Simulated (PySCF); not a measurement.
Question: Write Cartesian coordinates for 4-bromophenyl methyl sulfone (`CS(=O)(=O)c1ccc(Br)cc1`) as optimised with PBE0-D3(BJ)/def2-SVP.

Answer: 
```
atom  x, y, z in Å
C1    -3.6597   -0.7219   -0.4097
S2    -2.8479   -1.1456    1.1227
O3    -2.9432   -2.5945    1.2783
O4    -3.3484   -0.2324    2.1465
C5    -1.1354   -0.7431    0.8251
C6    -0.2844   -1.7218    0.3172
C7     1.0521   -1.4108    0.0867
C8     1.5123   -0.1255    0.3783
Br9    3.3187    0.3013    0.0673
C10    0.6620    0.8478    0.9061
C11   -0.6741    0.5340    1.1354
H12   -3.2337   -1.3205   -1.2243
H13   -4.7164   -0.9798   -0.2528
H14   -3.5479    0.3536   -0.5943
H15   -0.6717   -2.7247    0.1241
H16    1.7383   -2.1615   -0.3084
H17    1.0483    1.8402    1.1436
H18   -1.3591    1.2643    1.5719
```

Any rigid rotation of these coordinates is as good. Atoms count from 1 in this order. Of the pairs four or more bonds apart, O3···H15 is among the closest relative to their van der Waals radii: 2.55 Å, 94 % of the sum of Bondi's values. The 6-membered ring C5–C6–C7–C8–C10–C11 has internal angles of 119.2° to 121.5° (sum 720°, against 720° for a flat polygon); it is planar, 0.00 Å rms from its mean plane, widest ring torsion 1°. S2 (sulfonyl sulfur) is distorted tetrahedral (angles from 103.9° to 121.6°).

Bonds between heavy atoms (Å): C1–S2 1.785, S2=O3 1.460, S2=O4 1.460, S2–C5 1.784, C5–C6 1.393, C6–C7 1.391, C7–C8 1.396, C8–Br9 1.882, C8–C10 1.396, C10–C11 1.391, C5–C11 1.393.

Method: PBE0-D3(BJ)/def2-SVP geometry optimisation, gas phase in PySCF.

Point group: Cs (tolerance 0.08 Å). Stationary, but not proved a minimum. One conformer, not necessarily the lowest (C1–S2–C5–C6 -91°).
